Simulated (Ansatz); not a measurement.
C3H7BFN, SMILES `BC(F)CN=C`, relaxed with RKS PBE0-D4/def2-TZVP in Ansatz from a PBE-D4/def2-SVP geometry. The force threshold is 0.005 eV/Å; the program also tests the step.

Charge 0, multiplicity 1.

Start:

```xyz
13

B     1.335   -1.849    0.146
C     0.959   -0.364    0.420
F     2.036    0.478    0.681
C    -0.023    0.328   -0.534
N    -0.615    1.506    0.066
C    -1.880    1.637    0.000
H     2.465   -2.252    0.327
H     0.446   -2.627   -0.145
H     0.404   -0.523    1.397
H     0.570    0.658   -1.416
H    -0.779   -0.415   -0.896
H    -2.558    0.897   -0.500
H    -2.361    2.527    0.455
```

(1) By how much does the energy fall, and how many steps does the optimiser take? (An estimate is asked.)

(2) Which bonds change most? (Estimate.)

(3) Give the relaxed structure. (An estimate is asked.)

Results:

(1) Ansatz gave: 0.07 eV, in 13 steps.

(2) The calculation gave: C2–H9 from 1.135 to 1.110 Å; C6–H12 from 1.121 to 1.100 Å; B1–H7 from 1.213 to 1.193 Å; B1–H8 from 1.217 to 1.196 Å.

(3) Computed: 
```xyz
13

B     1.305   -1.836    0.136
C     0.930   -0.363    0.462
F     2.027    0.454    0.699
C    -0.008    0.323   -0.521
N    -0.610    1.499    0.058
C    -1.861    1.608   -0.012
H     2.433   -2.215    0.199
H     0.420   -2.599   -0.117
H     0.385   -0.450    1.424
H     0.591    0.640   -1.381
H    -0.758   -0.402   -0.874
H    -2.507    0.858   -0.491
H    -2.346    2.484    0.418
```
